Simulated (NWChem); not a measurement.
Species: C2H4ClFSi2; SMILES [SiH2]1C(=C[Si@@H]1Cl)F

```xyz
10

F     -0.8305     2.8168     0.4135
C     -0.4046     1.5842     0.0870
C     -1.2252     0.5947    -0.3367
Si    -0.0100    -0.7774    -0.6921
Cl    -0.2379    -2.4996     0.4708
Si     1.3851     0.9300     0.0960
H     -2.3047     0.6950    -0.4303
H      0.0447    -1.2510    -2.0968
H      1.9922     0.8239     1.4483
H      2.3157     1.6646    -0.8030
```
Atoms are numbered in this order, from 1.

Results from NWChem. Pople sets run with spherical d functions. All runs use the structure optimised with B3LYP/6-31G* (spherical d). Vertical excitations in the gas phase.

Problem. Estimate the computed values for PBE0/6-31+G*, TDA. Quantities: lowest excitation, singlet (eV); oscillator strength of that lowest state; orbital gap (eV).

Solution. 
```json
{
  "lowest excitation, singlet (eV)": "5.68",
  "oscillator_strength_of_that_lowest_state": "0.001",
  "orbital gap (eV)": "7.05"
}
```
